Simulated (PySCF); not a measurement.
Compound: C2H5ClGeSi.
Bonds: Cl1–Si2, Si2–C3, C3–C4 (triple), C4–Ge5. Hydrogens: H6, H7 on Si2; H8, H9, H10 on Ge5.

Method: PBE0-D3(BJ)/def2-SVP geometry optimisation, gas phase in PySCF; density fitting, grid level 1; the optimiser is geomeTRIC in internal coordinates, started from a GFN2-xTB structure with every atom displaced at random (about 0.01 Å).

Step 0: E = -79040.9815 eV
```
atom  x, y, z in Å  |  force x, y, z in eV/Å
Cl1     5.9927    2.7215    0.2084    0.408   1.114  -0.372
Si2     5.3213    0.9312    0.8257   -1.437  -0.399   0.358
C3      3.4568    0.9665    0.8668    8.701  -0.321  -0.156
C4      2.2999    1.0116    0.8945   -8.445   0.278   0.165
Ge5     0.3702    1.0585    0.9287    1.316   0.303   0.651
H6      5.7612   -0.0684   -0.1354    0.192  -0.507  -0.334
H7      5.8449    0.6914    2.1753    0.108  -0.164   0.329
H8     -0.1299   -0.3266    0.8702   -0.388  -1.143  -0.070
H9     -0.1165    1.8515   -0.2126   -0.354   0.643  -1.002
H10    -0.0673    1.7145    2.2161   -0.101   0.196   0.431
```

Step 1: E = -79041.3469 eV
```
atom  x, y, z in Å  |  force x, y, z in eV/Å
Cl1     6.0318    2.7940    0.1821   -0.180  -0.487   0.158
Si2     5.3186    0.9285    0.8212    0.202   0.445  -0.011
C3      3.4965    0.9895    0.9059   -1.346  -0.038  -0.185
C4      2.2587    1.0111    0.8966    1.487   0.033   0.137
Ge5     0.3599    1.0680    0.9465   -0.334  -0.112  -0.213
H6      5.7792   -0.1094   -0.1396   -0.064   0.044  -0.028
H7      5.8641    0.6508    2.1772    0.016   0.038  -0.025
H8     -0.1487   -0.3986    0.8689    0.064   0.320   0.020
H9     -0.1312    1.8836   -0.2821    0.088  -0.179   0.272
H10    -0.0957    1.7344    2.2610    0.066  -0.064  -0.126
```

Question: Estimate the geometry and energy of step 2. (The exact step hangs on the optimiser's Hessian estimate; all steps are aligned on step 1, rigid shifts and turns removed.)

Answer: E = -79041.3736 eV, largest force 0.371 eV/Å
```
atom  x, y, z in Å  |  force x, y, z in eV/Å
Cl1     6.0197    2.7817    0.1875   -0.077  -0.219   0.082
Si2     5.3163    0.9318    0.8286    0.122   0.248  -0.029
C3      3.4949    0.9855    0.9009   -0.354  -0.043  -0.102
C4      2.2681    1.0069    0.8950    0.313   0.024   0.096
Ge5     0.3626    1.0635    0.9406   -0.002  -0.035  -0.069
H6      5.7641   -0.0997   -0.1423   -0.019  -0.006  -0.015
H7      5.8713    0.6594    2.1803    0.001   0.009  -0.002
H8     -0.1587   -0.3792    0.8676    0.000   0.020   0.004
H9     -0.1261    1.8724   -0.2692    0.007  -0.006   0.014
H10    -0.0791    1.7296    2.2487    0.010   0.010   0.021
```

The energy changes by -0.0266 eV. The first-order estimate −F·Δx gives -0.0439 eV and the mean of the old and new forces, exact on a quadratic surface, -0.0268 eV. The step makes an angle of 66° with the force vector and moves no atom by more than 0.022 Å.

The cost below is that of the whole optimisation. The run took 47 s on one thread, Arm Neoverse V2 (aarch64), no GPU, shared host with 48 logical CPUs at a one-minute load of 35, and the process peaked at 0.49 GiB of memory.
